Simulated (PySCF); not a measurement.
## Checking a proposed structure

A compound C6H6F3P gives the data below (simulated from a calculation) and was assigned the structure `C=CC1=C(C(F)(F)F)P1C`.

13C{1H} NMR (computed): δ 156.3 (CH), 154.5 (C), 146.0 (CH), 142.5 (CH), 133.8 (C), 12.7 (CH3).

1H NMR (500 MHz, computed): δ 7.60 (m, 1H), 7.42 (m, 1H), 7.24 (m, 1H), 1.62 (m, 3H).

A single conformation, no solvent model, non-relativistic, equivalent nuclei averaged. GIAO PBE0/pcSseg-1 shieldings; geometry from GFN2-xTB; PySCF 2.14.0 with density-fitted response routines.

δ = σ(ref) − σ, references computed at the same level: TMS for 1H (σref 31.72), 13C (σref 186.93).

Problem. Compare with the shifts computed for the proposed structure, pairing carbons in order of shift.

Solution. Numbering as in the mapped SMILES `[CH2:1]=[CH:2][C:3]1=[C:4]([C:5]([F:6])([F:7])[F:8])[P:9]1[CH3:10]` (H(Xn): hydrogen on atom n).

| atom | computed for proposal | given list | difference |
| --- | --- | --- | --- |
| C3 | 149.9 | 156.3 | -6.4 |
| C1 | 140.8 | 154.5 | -13.7 |
| C5 | 134.4 | 146.0 | -11.6 |
| C2 | 131.0 | 142.5 | -11.5 |
| C4 | 129.9 | 133.8 | -3.9 |
| C10 | 25.6 | 12.7 | +12.9 |

The rms difference is 10.6 ppm and the largest -13.7 ppm at C1 (terminal =CH2 carbon). The carbon types in order of shift don't match either: C, CH2, C, CH, C, CH3 for the proposal against CH, C, CH, CH, C, CH3 in the data. The proposal doesn't fit.

Problem. Which isomer fits?

Solution. SMILES C1=CP(C)C(C(F)(F)F)=C1.

- δC 156.3, 146.0, 142.5: unsaturated ring CH.
- δC 154.5: unsaturated ring carbon.
- δC 133.8: CF3 carbon; 3 electronegative neighbours deshield it.
- δC 12.7: methyl carbon bonded to P.

This is the structure that produced the data.

Splittings by 19F and 31P in the carbon and heteronuclear signals aren't shown, as no couplings were computed. Shifts are as computed. Against solution values, carbons near 30 ppm lie about +3 ppm off and those near 130 ppm about +5 ppm. Of 1211 compounds with measured shifts, 218 miss one by over three times the rms of a fit or turn the order of signals round; such compounds aren't used in these exercises. Multiplicities follow the n + 1 count of equivalent neighbours, as no J values were calculated; m marks all less simple cases, F and P coupling included.
